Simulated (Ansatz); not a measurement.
Coupled-cluster diagnostics for the cluster V₂B₂, Ansatz.

Geometry of the singlet (r2SCAN-D4/def2-SVP):

```
atom   x (Å)   y (Å)   z (Å)
  V1  -0.594  -0.814  -0.052
  V2   0.506   0.850   0.200
  B3  -1.059   0.841  -0.934
  B4   1.147  -0.877   0.787
```

Correlated methods freeze 12 core orbitals; core or outer-core shells of V are correlated, in sets that lack core-valence functions. No other spin state of charge 0 was run. The geometry of the singlet was relaxed on an unsound state (restricted singlet, unstable towards broken spin symmetry at other levels and untested here). Another isomer (triplet) lies 2.30 eV lower at PBE0-D4/def2-TZVP; other spin states weren't run for this one.

Question: Estimate the CCSD(T) correlation energy, the shares of MP2 and (T), T1 and the reference's ⟨S²⟩ for: charge 0, singlet, own geometry in def2-TZVPP; and the rough time on 4 threads of AMD EPYC 9R45 on a shared host.

Answer: 
| state | basis | correlation (eV) | MP2 share (%) | (T) share (%) | T1 | ⟨S²⟩ (pure) | wall time | remarks |
| --- | --- | --- | --- | --- | --- | --- | --- | --- |
| charge 0, singlet, own geometry | def2-TZVPP | -42.018 | 94.3 | 11.5 | 0.182 | 0.00 (0.00) | 54 s | large T1 (0.182), restricted SCF unstable |
Customary marks for T1 are 0.02 (closed shells), 0.045 (open shells) and about 0.05 (3d metals). T1 exceeds 0.02 in 1 of 1 rows and 0.045 in 1; the higher it lies, the less the single-reference result can be trusted.
